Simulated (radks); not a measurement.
Values are calculated unless marked as measured or tabulated.
Problem. Coherent X-ray form factor from a spherical all-electron density. Level of theory: Dirac Kohn-Sham, PBE, spin-unpolarised, spherical densities, point nucleus (a radial shooting solver on a logarithmic mesh with Libxc functionals).

| sin(theta)/lambda (1/angstrom) | f0 (electrons) |
|---|---|
| 0.05 | 68.712 |
| 0.1 | 67.865 |
| 0.15 | 66.503 |
| 0.2 | 64.697 |
| 0.25 | 62.535 |
| 0.3 | 60.112 |
| 0.4 | 54.853 |
| 0.5 | 49.557 |
| 0.6 | 44.629 |
| 0.8 | 36.396 |
| 1 | 30.101 |
| 1.25 | 24.205 |
| 1.5 | 20.040 |
| 2 | 15.338 |

The species is in the configuration that NIST lists as its ground one. Which atom or ion scatters so?

Solution. The lead ion Pb13+, [Xe] 4f14 5d1. Extrapolating in s^2 from the first two rows gives f0(0) = 69.0, near the electron count 69; among species with that count, the fall with angle is slower the higher Z, and the table is that of Z = 82; from so few rows the species is fixed only to a neighbour or two.
